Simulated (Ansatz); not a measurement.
`OBBS` + `NCS` → `OBNCS` + `BS`  (cleavage of the B–B bond)

Isolated molecules relaxed with PBE0-D4/def2-TZVP in Ansatz; ΔE leaves out vibrations. CBS: MP2 limit from def2 TZ/QZ plus the TZ coupled-cluster correction, frozen cores. This one scheme is used for every species. DFT in def2-TZVPP. B3LYP here is the variant with VWN-RPA as its local correlation; programs differ in this. One conformer a species, not always the lowest.

Q: Is it downhill or uphill in electronic energy at CCSD(T)/CBS, and by how much? (An estimate is asked.)

A: The calculation gave: Downhill: ΔE = -1.50 eV.

Q: What do these levels give: r2SCAN-D4, B3LYP-D4, B2PLYP, PBE, SCS-MP2/def2-TZVPP, HF/def2-QZVPP? (Best estimate.)

A: Computed: r2SCAN-D4 -1.54, B3LYP-D4 -1.54, B2PLYP -1.53, PBE -1.44, SCS-MP2/def2-TZVPP -1.55, HF/def2-QZVPP -1.48 eV.

Largest T1 diagnostic among the species: 0.016.

The D4 term adds −0.05 eV with B3LYP and −0.03 eV with PBE0; it sums over pairs of atoms, weighted by their polarisabilities, and B3LYP, whose exchange is more repulsive, gets the larger term. In def2-TZVPP, CCSD(T) changes the Hartree–Fock value by −0.03 eV (the triples alone add −0.02 eV) and MP2 by −0.10 eV.
